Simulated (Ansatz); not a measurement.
Reaction (redistribution): `[OH][AlH][SiH2]O` + `B[CH2][SnH2][CH3]` → `[CH3][SnH2][SiH2]O` + `B[CH2][AlH][OH]`

Computed with Ansatz on PBE0-D4/def2-TZVP structures; ΔE is electronic, products minus reactants. CCSD(T)/CBS adds triple-zeta CCSD(T) − MP2 to the extrapolated MP2 energy (def2 sets, frozen cores). DFT in def2-TZVPP. B3LYP here is the variant with VWN-RPA as its local correlation; programs differ in this. Elements past krypton have def2 core potentials. For Sn outer-core shells are correlated without core-valence functions, which leaves a few kJ/mol of doubt a bond. One conformer a species, not always the lowest.

| level | ΔE (kJ/mol) | difference from CCSD(T)/CBS |
| --- | --- | --- |
| PBE-D4 | -50.7 | -2.2 |
| r2SCAN-D4 | -57.2 | -8.7 |
| PBE0-D4 | -52.9 | -4.4 |
| B3LYP-D4 | -55.4 | -6.9 |
| ωB97X-V | -53.3 | -4.8 |
| ωB97M-V | -59.1 | -10.6 |
| B2PLYP | -54.6 | -6.1 |
| PBE | -51.3 | -2.8 |
| r2SCAN | -57.4 | -8.9 |
| PBE0 | -53.4 | -4.9 |
| B3LYP | -56.4 | -7.9 |
| HF/def2-TZVPP | -56.0 | -7.5 |
| MP2/def2-TZVPP | -51.3 | -2.8 |
| SCS-MP2/def2-TZVPP | -49.6 | -1.1 |
| CCSD/def2-TZVPP | -49.4 | -0.9 |
| CCSD(T)/def2-TZVPP | -47.9 | 0.6 |
| HF/def2-QZVPP | -55.6 | -7.1 |
| MP2/def2-QZVPP | -51.5 | -3.0 |
| SCS-MP2/def2-QZVPP | -49.9 | -1.4 |
| HF/CBS(def2) | -55.6 | -7.1 |
| MP2/CBS(def2) | -51.9 | -3.4 |
| CCSD/CBS(def2) | -50.0 | -1.5 |
| CCSD(T)/CBS | -48.5 | 0 |

Largest T1 diagnostic among the species: 0.013.

In def2-TZVPP, CCSD(T) changes the Hartree–Fock value by +8.1 kJ/mol (the triples alone add +1.5 kJ/mol) and MP2 by +4.7 kJ/mol.
